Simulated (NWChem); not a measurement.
# CF₂, singlet; SMILES F[C]F

```xyz
3

F      1.0237     0.0000    -0.1970
C      0.0000     0.0000     0.5911
F     -1.0237     0.0000    -0.1970
```
Atoms are numbered in this order, from 1.

Low-valent species are run as closed-shell singlets; no triplet was tried in these runs. The geometry was optimised at PBE0/def2-SVP.

Symmetry labels are those of C2v in the frame above (b1 and b2, or b-type labels, depend on it). States above −ε(HOMO) = 8.8 eV lie in this functional's continuum and hang on the basis.

**Question.** List the 4 lowest vertical singlet excitations from PBE0/def2-SVPD, TDA (NWChem).

**Answer.** 
```tsv
state	energy (eV)	oscillator strength	symmetry	leading excitation (squared amplitude)
S1	5.06	0.055	b2	HOMO → LUMO (0.98)
S2	8.34	0.000	a2	HOMO−1 → LUMO (1.00)
S3	9.34	0.015	a1	HOMO → LUMO+1 (0.98)
S4	9.84	0.029	b1	HOMO → LUMO+2 (0.71)
```
